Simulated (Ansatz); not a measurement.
Consider the ligand exchange at the Al–C bond: `C#[C][Al]([NH2])[F]` + H₂S → `[NH2][Al]([F])[SH]` + acetylene.

Program: Ansatz. Geometries: PBE0-D4/def2-TZVP. ΔE: electronic, gas phase. CBS: MP2 limit from def2 TZ/QZ plus the TZ coupled-cluster correction, frozen cores. This one scheme is used for every species. Functionals use def2-TZVPP. B3LYP here is the variant with VWN-RPA as its local correlation; programs differ in this. HSE06 is defined as in plane-wave codes. Each species was taken in one conformer, which may not be the lowest.

```json
{"level": "B3LYP", "ΔE (kcal/mol)": "-10.3"}
{"level": "HSE06", "ΔE (kcal/mol)": "-11.6"}
{"level": "CCSD(T)/def2-SVP", "ΔE (kcal/mol)": "-9.7"}
{"level": "MP2/def2-QZVPP", "ΔE (kcal/mol)": "-11.2"}
```

Q: What does CCSD(T)/CBS give? (Estimate.)

A: Computed: -11.1 kcal/mol. The listed levels differ from it by 0.8, -0.5, 1.4, -0.1 kcal/mol.

Largest T1 diagnostic among the species: 0.013.

At CCSD(T), def2-SVP lies +1.3 kcal/mol from the extrapolated value and def2-TZVPP +0.8 kcal/mol. Leaving LDA and LC-ωPBE aside and taking each functional with its dispersion term where it has one, the values, not all of them listed here, spread over 1.6 kcal/mol, from PBE0-D4 to BLYP-D4. From BLYP to BHLYP (50 % exact exchange), in def2-TZVPP and without D4, ΔE moves by −0.9 kcal/mol.
